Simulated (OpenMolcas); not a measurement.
W V.

* Program: OpenMolcas 26.06
* Method: CASSCF
* Basis: ANO-RCC-VQZP [9s8p6d4f3g2h]
* Scalar Hamiltonian: DKH2, point nucleus
* Active space: 2 electrons in 10 orbitals (5d 6d)
* State averaging: 2S+1 = 3 even, 10 roots; 2S+1 = 1 even, 15 roots
* Spin-orbit coupling: state interaction with AMFI integrals over the reference wave functions, term energies averaged over their components

Levels without dynamic correlation, in cm-1 above 5d2 3F2:

| Level | E |
| --- | --- |
| 5d2 1S0 | 49283 |
| 5d2 3P0 | 14868 |
| 5d2 1G4 | 24602 |

On this reference, SS-CASPT2, IPEA 0.25 Eh, imaginary shift 0.1 Eh (closed shells correlated: 5s 5p) puts 5d2 1S0 at 43900 cm-1.

Question: Estimate the other levels at that method by one scale factor, and say how well it serves.

Answer: The factor is 43900 / 49283 = 0.891. Scaled values beside those that SS-CASPT2 gives and measured ones (the list in J. Phys. B 45, 065001 (2012)):
```csv
Level,Scaled,SS-CASPT2,Miss (%),Measured
5d2 3P0,13247,13590,-2.5,12839
5d2 1G4,21920,23090,-5.1,22346
```
For these levels the scaled values miss SS-CASPT2 by up to 5.1 %, as correlation changes each term by its own factor, spin-orbit parts do not scale and CASPT2 has its own spread within terms. This holds within one configuration; levels of others move differently, and the target method has errors of its own against measurement.

Term energies are means over components that CASPT2 splits; among the terms shown or strongly mixed into the levels shown the widest spread is 620 cm-1 (5d2 1G, SS-CASPT2). Active for correlation alone: 6d; no level in the range computed is led by a configuration that fills it, so any true level of that kind is missing. Without dynamic correlation excited terms often stand tens of per cent too high (terms of higher spin than the ground term too low), and those without a measured partner can miss by more than the paired ones (holds for CASSCF). Measured partners are found by configuration, term and J. A level has none where our copy of the source lacks it or the pairing is in doubt (some pairs that miss far off the trend of their configuration count as doubtful), and it then counts in no deviation. Levels of configurations outside the active space are missing.
